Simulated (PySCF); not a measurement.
## Excitation energy of B by level of theory

B [He] 2s2 2p1 (2P) → B [He] 2s2 3s1 (2S), as a difference of total energies. Calculation: PySCF 2.14, in aug-cc-pCVQZ-DK (9s8p6d4f2g, 109 functions); the spin-free X2C one-electron Hamiltonian (Gaussian nucleus). Correlated levels: valence: 1s2 frozen; valence and next inner shell: nothing frozen. The calculations carry no spin-orbit coupling.

Problem. Order these methods by the excitation energy they give, lowest first.
A. r2SCAN
B. LDA
C. wB97X-V
D. MP2 (valence)

Solution. D (41128 cm⁻¹), B (42570 cm⁻¹), C (43197 cm⁻¹), A (44587 cm⁻¹).

Errors of the correlated levels include the incompleteness of this basis and the frozen core.

The promoted electron is Rydberg-like, and one or two diffuse shells describe it only roughly, which tends to raise the upper state.

For comparison: 40030 cm⁻¹ (measured; NIST levels, between the centres of gravity of the two terms).
